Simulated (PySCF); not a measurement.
How methods differ on the excitation energy of Zn²⁺

Zn²⁺ [Ar] 3d10 (1S) → Zn²⁺ [Ar] 3d9 4s1, s spin flipped, as a difference of total energies. All numbers are calculated (PySCF 2.14, the spin-free X2C one-electron Hamiltonian (Gaussian nucleus), in aug-cc-pwCVTZ-DK (10s9p7d4f3g, 127 functions)). Correlated levels: valence: [Ar] frozen; valence and next inner shell: [Ne] frozen; nothing frozen. The calculations carry no spin-orbit coupling.

```tsv
method	excitation energy (eV)
UHF	8.232
LDA	9.889
PBE	9.558
PBE0	9.437
r2SCAN	9.380
B2PLYP	9.544
r2SCANh	9.336
revPBE	9.587
MP2 (valence)	10.392
SCS-MP2 (valence)	10.149
MP2 (valence and next inner shell)	10.792
SCS-MP2 (valence and next inner shell)	10.500
MP2 (all electrons)	10.817
SCS-MP2 (all electrons)	10.513
```

**Question.** How much does correlation contribute at MP2 (all electrons)?

**Answer.** 10.817 − (8.232) = 2.585 eV, measured against UHF.

The upper determinant mixes two multiplicities, so it lies between the two terms.
